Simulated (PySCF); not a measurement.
**Radial density of Tl (thallium, neutral)**

B97-3, [Xe] 4f14 5d10 6s2 6p1, 2P determinant. All numbers are calculated (PySCF 2.14, scalar relativity by spin-free X2C-1e, in aug-cc-pwCVTZ-DK3 with one added diffuse shell each of s, d, f type (12s10p9d6f1g, 138 functions)).

```
r (bohr)  4πr²ρ (e/bohr)  4πr²(ρα − ρβ)
  0.0161           103.9         0.0019
  0.0271           107.7         0.0043
  0.0456           151.4         0.0028
  0.0766           124.3        -0.0027
   0.129           140.7         0.0064
   0.217           89.53        -0.0002
   0.365           95.04         0.0082
   0.614           38.06         0.0193
    1.03           20.48        -0.0126
    1.74           6.269         0.1030
    2.92           1.354         0.3239
    4.91          0.2104         0.1429
    8.26         0.01164         0.0114
    13.9       5.930e-05         0.0001
```

Densities and radii are taken from the X2C orbitals without a picture-change correction, which distorts them close to the nucleus.

Spin-orbit coupling, absent here, splits the open shell strongly.

(1) Where is the radial spin density 4πr²(ρα − ρβ) most negative, and why is it negative at all?

Results:

(1) Around r = 1.03 bohr, down to -0.0126 e/bohr: exchange with the open shell polarises the paired shells in an unrestricted calculation.
